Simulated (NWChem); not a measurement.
System: SbCl₅; SMILES [Cl][Sb]([Cl])([Cl])([Cl])[Cl]

Excerpt of the output:

```
             Northwest Computational Chemistry Package (NWChem) 7.3.0
             --------------------------------------------------------

                             Geometry "geometry" -> ""
                             -------------------------

 Output coordinates in angstroms (scale by  1.889725989 to convert to a.u.)

  No.       Tag          Charge          X              Y              Z
 ---- ---------------- ---------- -------------- -------------- --------------
    1 Sb                  51.0000     0.00000000     0.00000000     0.00000000
    2 Cl                  17.0000     1.67278100     1.67278100     0.00000000
    3 Cl                  17.0000     0.00000000     0.00000000     2.38970000
    4 Cl                  17.0000     0.00000000     0.00000000    -2.38970000
    5 Cl                  17.0000     0.61228000    -2.28506100     0.00000000
    6 Cl                  17.0000    -2.28506100     0.61228000     0.00000000

 Effective nuclear repulsion energy (a.u.)    1382.6484874991

                                 NWChem DFT Module
                                 -----------------

 Summary of "ao basis" -> "ao basis" (spherical)
 ------------------------------------------------------------------------------
       Tag                 Description            Shells   Functions and Types
 ---------------- ------------------------------  ------  ---------------------
 Sb                        def2-svpd                12       32   5s4p3d
 Cl                        def2-svpd                11       27   5s4p2d

            General Information
            -------------------
          SCF calculation type: DFT
          Wavefunction type:  closed shell.
          No. of atoms     :     6
          No. of electrons :   108
           Alpha electrons :    54
            Beta electrons :    54
          Charge           :     0
          Spin multiplicity:     1
          Use of symmetry is: off; symmetry adaption is: off
          Maximum number of iterations: 150
          AO basis - number of functions:   167
                     number of shells:    67
          Convergence on energy requested:  1.00D-06
          Convergence on density requested:  1.00D-05
          Convergence on gradient requested:  5.00D-04

              XC Information
              --------------
                         PBE0 Method XC Functional
                     Hartree-Fock (Exact) Exchange  0.250
          PerdewBurkeErnzerhof Exchange Functional  0.750
            Perdew 1991 LDA Correlation Functional  1.000 local
           PerdewBurkeErnz. Correlation Functional  1.000 non-local

             Grid Information
             ----------------
          Grid used for XC integration:  medium
          Radial quadrature: Mura-Knowles
          Angular quadrature: Lebedev.
          Tag              B.-S. Rad. Rad. Pts. Rad. Cut. Ang. Pts.
          ---              ---------- --------- --------- ---------
          Sb                  1.45      123          11.0       590
          Cl                  1.00       88          15.0       590
          Grid pruning is: on
          Number of quadrature shells:   563
          Spatial weights used:  Erf1

      Superposition of Atomic Density Guess
      -------------------------------------

 Sum of atomic energies:       -2574.25645574

      Non-variational initial energy
      ------------------------------

 Total energy =   -2536.623650
 1-e energy   =   -5296.010870
 2-e energy   =    1906.980174
 HOMO         =      -0.410910
 LUMO         =      -0.150908

   convergence    iter        energy       DeltaE   RMS-Dens  Diis-err
 ---------------- ----- ----------------- --------- --------- ---------
 d= 0,ls=0.0,diis     1  -2539.7099525051 -3.39D+03  2.11D-02  1.41D+00
 d= 0,ls=0.0,diis     2  -2539.3808863354  3.29D-01  1.28D-02  3.72D+00
 d= 0,ls=0.0,diis     3  -2539.9153542174 -5.34D-01  6.49D-04  7.15D-03
 d= 0,ls=0.0,diis     4  -2539.9162525108 -8.98D-04  2.24D-04  5.98D-04
 d= 0,ls=0.0,diis     5  -2539.9163209241 -6.84D-05  6.17D-05  2.40D-05
  Resetting Diis
 d= 0,ls=0.0,diis     6  -2539.9163224925 -1.57D-06  3.25D-05  1.34D-05
 d= 0,ls=0.0,diis     7  -2539.9163246494 -2.16D-06  9.80D-06  3.37D-07
 d= 0,ls=0.0,diis     8  -2539.9163246210  2.84D-08  6.33D-06  5.34D-07

         Total DFT energy =    -2539.916324620951
      One electron energy =    -5294.203054803311
           Coulomb energy =     2061.749151869025
    Exchange-Corr. energy =     -159.869467533382
 Nuclear repulsion energy =      852.407045846717

 Numeric. integr. density =      108.000000110174

                       DFT Final Molecular Orbital Analysis
                       ------------------------------------

 Vector   52  Occ=2.000000D+00  E=-3.586666D-01
              MO Center=  7.1D-03,  7.1D-03,  6.0D-07, r^2= 6.8D+00
   Bfn.  Coefficient  Atom+Function         Bfn.  Coefficient  Atom+Function
  ----- ------------  ---------------      ----- ------------  ---------------
    71      0.295981  3 Cl px                72      0.296023  3 Cl py
    98      0.295981  4 Cl px                99      0.296023  4 Cl py
    68      0.230209  3 Cl px                69      0.230242  3 Cl py
    95      0.230209  4 Cl px                96      0.230242  4 Cl py
    65      0.132401  3 Cl px                66      0.132420  3 Cl py

[...]

 DFT Linear Response polarizability / au
 Frequency  =       0.0000000 / au
              X              Y              Z
 -----------------------------------------------
 X     112.9516920     -0.0000844      0.0000005
 Y      -0.0000844    112.9516925      0.0000006
 Z       0.0000005      0.0000006    124.9282728
 -----------------------------------------------
 Eigenvalues =     112.9516078    112.9517767    124.9282728
 Isotropic   =     116.9438857
 Anisotropic =      11.9765805
 -----------------------------------------------

 Magnetic Dipole Response Matrix (nonzero elements):

 Exiting AOResponse driver routine
```

Level: PBE0/def2-SVPD with def2 effective core potentials on Sb. The geometry was optimised at PBE-D3(BJ)/def2-SVP. Not confirmed as a minimum by frequencies. def2 effective core potentials on Sb; no spin-orbit coupling.

**Question.** Write an input that gives this output.

**Answer.** This is not unique; one that fits is the input that was run:
```
start job
memory heap 200 mb stack 900 mb global 1100 mb
geometry units angstroms noautosym nocenter noautoz
  Sb     0.000000     0.000000     0.000000
  Cl     1.672781     1.672781     0.000000
  Cl     0.000000     0.000000     2.389700
  Cl     0.000000     0.000000    -2.389700
  Cl     0.612280    -2.285061     0.000000
  Cl    -2.285061     0.612280     0.000000
end
basis spherical
  * library def2-svpd
end
ecp
  Sb library def2-ecp
end
dft
  xc pbe0
  iterations 150
end
property
  response 1 0.0
end
task dft property
```
